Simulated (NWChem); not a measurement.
# CH₆FNSi; SMILES [SiH2](CF)N

```xyz
10

N      0.3221    -2.0661     0.0000
Si    -0.4671    -0.5226     0.0000
C      0.6769     1.0102     0.0000
F     -0.1489     2.1482     0.0000
H      0.7613    -2.4301    -0.8358
H      0.7613    -2.4301     0.8358
H     -1.3056    -0.4342     1.2233
H     -1.3056    -0.4342    -1.2233
H      1.3263     1.0566    -0.8855
H      1.3263     1.0566     0.8855
```
Atoms are numbered in this order, from 1.

Program: NWChem. Medium grid unless said otherwise, to which SCAN and Minnesota functionals are sensitive. Coordinates come from a B3LYP/6-31G* (spherical d) optimisation. Hybrids' shares of exact exchange are those that their runs print; pure functionals count as 0. The functionals differ in more than this share.

| row | share of exact exchange | orbital gap (eV) |
|---|---|---|
| PBE/def2-TZVP | 0.00 | 5.26 |
| LDA (Slater exchange, VWN5)/def2-TZVP | 0.00 | 5.19 |
| B3LYP/def2-TZVP | 0.20 | withheld |
| PBE0/def2-TZVP | 0.25 | 7.57 |
| M06-2X/def2-TZVP | 0.54 | 9.65 |

Fit a straight line of the last column on the one before it, predict the withheld value, and compare with the run.


1. Means of the 4 shown rows: x = 0.198, y = 6.918. Slope Σ(x − x̄)(y − ȳ)/Σ(x − x̄)² = 1.639/0.1981 = 8.273; intercept 5.284.
2. The shown rows scatter about the line by 0.130 (root mean square); the largest residual is +0.22, at PBE0/def2-TZVP.
3. At x = 0.20 (B3LYP/def2-TZVP; inside the shown range) the line gives 6.94.
4. The run gives 7.06, +0.12 from the line, 0.9 times the scatter.
